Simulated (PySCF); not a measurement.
Isomers of C4H8O3S. Computed with PySCF 2.14.0, PBE0-D3(BJ)/def2-SVP geometry optimisation, gas phase. One conformer each; no zero-point energy, no entropy. No frequencies were run at this level. Point groups hold within 0.08 Å.

Task: Rank from lowest to highest electronic energy at this level (kcal/mol).
A. `[CH3:1][C@H:2]1[CH2:3][CH2:4][S:5](=[O:6])(=[O:7])[O:8]1` with C1–C2–C3–C4 79°, C2–C3–C4–S5 28°, C3–C4–S5–O6 105°, C4–S5–O8–C2 -21° (1,3-butanesultone)
B. `[CH3:1][S:2](=[O:3])(=[O:4])[CH:5]1[CH2:6][O:7][CH2:8]1` with C1–S2–C5–C6 -47°, S2–C5–C6–O7 105°, C5–C6–O7–C8 12°, C6–O7–C8–C5 -12°, S2–C5–C8–O7 -106°
C. `[CH2:1]=[CH:2][CH2:3][O:4][S:5]([CH3:6])(=[O:7])=[O:8]` with C1–C2–C3–O4 -116°, C2–C3–O4–S5 69°, C3–O4–S5–C6 152° (allyl methanesulfonate)

Result: A (0.0), C (24.1), B (30.4).

As drawn, the highest has a four-membered ring, which the lowest lacks.

```csv
SMILES,E (Eh),E rel (kcal/mol),dipole (D),point group,"A, B, C (MHz)"
C[C@H]1CCS(=O)(=O)O1,-780.08128,0.0,5.66,C1,"3050, 1625, 1445"
C=CCOS(C)(=O)=O,-780.04280,24.1,2.75,C1,"3330, 1263, 1178"
CS(=O)(=O)C1COC1,-780.03282,30.4,2.91,near Cs,"3126, 1384, 1320"
```
